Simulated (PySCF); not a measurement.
A PySCF script (with the pyscf-properties extension) for the NMR shieldings of `InChI=1S/C4H11B2F3Si/c1-3(2)10(5,6)4(7,8)9/h3H,5-6H2,1-2H3`, on a GFN2-xTB geometry:

```python
import basis_set_exchange as bse
import numpy as np
from pyscf import gto, dft
from pyscf.prop import nmr

atoms = """
B    -1.183419   -1.115057   -1.623618
Si   -0.866941    0.052565   -0.076393
B    -2.141178   -0.051942    1.413453
C     0.980486   -0.012970    0.537420
C     1.231510   -1.303463    1.313016
C     1.978289    0.107150   -0.615538
C    -0.983033    1.920350   -0.749710
F    -0.514164    2.841905    0.122082
F    -0.323360    2.144927   -1.909511
F    -2.269466    2.264789   -0.994400
H    -1.791564   -0.761705   -2.555983
H    -0.795840   -2.217824   -1.626335
H    -2.131871   -0.967051    2.139675
H    -2.954405    0.765859    1.594098
H     1.154195    0.828937    1.217431
H     1.062201   -2.170867    0.679673
H     0.575555   -1.376323    2.176155
H     2.261411   -1.339833    1.664568
H     1.870471   -0.725108   -1.308428
H     2.997317    0.100605   -0.230785
H     1.834886    1.031999   -1.167340
"""
names = dict.fromkeys(["B", "Si", "C", "F", "H"], "pcSseg-1")
basis = {el: gto.basis.parse(bse.get_basis(n, elements=[el], fmt="nwchem")) for el, n in names.items()}
mol = gto.M(atom=atoms, basis=basis, charge=0, verbose=0)
mf = dft.RKS(mol, xc="PBE0")
mf.grids.level = 2
mf.grids.alignment = dft.numint.BLKSIZE   # the property module wants whole blocks of grid points
mf.conv_tol = 1e-9
mf.kernel()

calc = nmr.RKS(mf)   # GIAO
C = mf.mo_coeff
Co = C[:, mf.mo_occ > 0]
resp = mf.gen_response(singlet=True, hermi=2)
def vind(x):   # induced exchange potential for any number of trial vectors
    d = np.einsum("pi,xij,qj->xpq", C, 2 * x.reshape(-1, C.shape[1], Co.shape[1]), Co, optimize=True)
    return np.einsum("xpq,pi,qj->xij", resp(d - d.transpose(0, 2, 1)), C, Co, optimize=True).ravel()
mo1, _ = nmr.rhf.solve_mo1(calc, with_cphf=vind)
sigma = calc.kernel(mo1)
for i, s in enumerate(sigma):   # ppm
    w = np.linalg.eigvalsh((s + s.T) / 2)
    print("%2d %-2s iso %8.1f  s11 %8.1f  s22 %8.1f  s33 %8.1f" % (i, mol.atom_pure_symbol(i), w.mean(), *w))
```

**Question.** What are the results?

**Answer.** 
```
 0 B  iso    -18.9  s11   -145.5  s22    -61.1  s33    149.9
 1 Si iso    354.4  s11    335.2  s22    360.7  s33    367.4
 2 B  iso    -16.8  s11   -137.5  s22    -60.3  s33    147.4
 3 C  iso    162.6  s11    150.7  s22    165.9  s33    171.1
 4 C  iso    164.0  s11    148.0  s22    158.4  s33    185.7
 5 C  iso    161.7  s11    147.0  s22    153.8  s33    184.3
 6 C  iso     42.5  s11     34.2  s22     38.6  s33     54.7
 7 F  iso    243.8  s11    148.4  s22    250.3  s33    332.8
 8 F  iso    239.4  s11    144.6  s22    241.3  s33    332.3
 9 F  iso    241.4  s11    143.8  s22    248.4  s33    332.0
10 H  iso     20.7  s11      6.8  s22     26.7  s33     28.5
11 H  iso     20.8  s11      6.7  s22     26.6  s33     29.0
12 H  iso     21.2  s11      7.8  s22     26.7  s33     29.0
13 H  iso     20.8  s11      7.2  s22     26.9  s33     28.3
14 H  iso     30.0  s11     26.2  s22     29.3  s33     34.5
15 H  iso     30.0  s11     26.1  s22     27.9  s33     35.8
16 H  iso     29.9  s11     24.9  s22     27.7  s33     37.1
17 H  iso     30.3  s11     26.1  s22     27.8  s33     36.9
18 H  iso     31.1  s11     27.9  s22     29.3  s33     36.0
19 H  iso     30.5  s11     26.3  s22     27.6  s33     37.5
20 H  iso     29.9  s11     24.0  s22     30.4  s33     35.5
```

These numbers come from an equivalent density-fitted implementation of the same equations, which agrees with the script to about 0.01 ppm for H and up to a few tenths of a ppm for heavy atoms, so last digits may differ.

Size and cost of the density-fitted run: 232 basis functions, 110 s wall time on 1 thread of an Arm Neoverse N1, shared host; peak memory 1.1 GiB.
